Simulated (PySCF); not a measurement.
Isomers of C8H16NP, one conformer each; single-point electronic energies without zero-point terms and without any empirical dispersion term.

Level: PBE0/pcSseg-1 in PySCF, non-relativistic, each on one gas-phase PBE0-D3(BJ)/def2-SVP geometry that isn't relaxed in the solvent. The solvent is an IEF-PCM continuum (cavity from Bondi-type radii × 1.2). Specific hydrogen bonds and non-electrostatic terms are outside this model.

```csv
isomer,"relative energy, gas (kcal/mol)",dipole (D)
`CC(C)(C)NP(C=C)C=C`,0.0,1.20
`C1CC1P(N(CC)C)C=C`,13.2,0.74
```

Q: How do the relative energies look in chloroform (ε = 4.711)?

A: 
```tsv
isomer	relative energy, solvent (kcal/mol)	E(solvent) − E(gas) (kcal/mol)	dipole in solvent (D)
`CC(C)(C)NP(C=C)C=C`	0.0	-3.0	1.59
`C1CC1P(N(CC)C)C=C`	13.4	-2.8	0.91
```

The order is unchanged. Conformers: `[CH2:1]=[CH:2][P:3]([CH:4]=[CH2:5])[NH:6][C:7]([CH3:8])([CH3:9])[CH3:10]` with C1–C2–P3–C4 114°, C2–P3–C4–C5 128°, C2–P3–N6–C7 131°; `[CH2:1]=[CH:2][P:3]([CH:4]1[CH2:5][CH2:6]1)[N:7]([CH3:8])[CH2:9][CH3:10]` with C1–C2–P3–C4 -121°, C2–P3–C4–C5 156°, C2–P3–N7–C8 161°, P3–N7–C9–C10 155°. `CC(C)(C)NP(C=C)C=C` gains most from the continuum, and it has the largest gas-phase dipole. The gains span 0.2 kcal/mol, the gas-phase energies 13.2 kcal/mol.
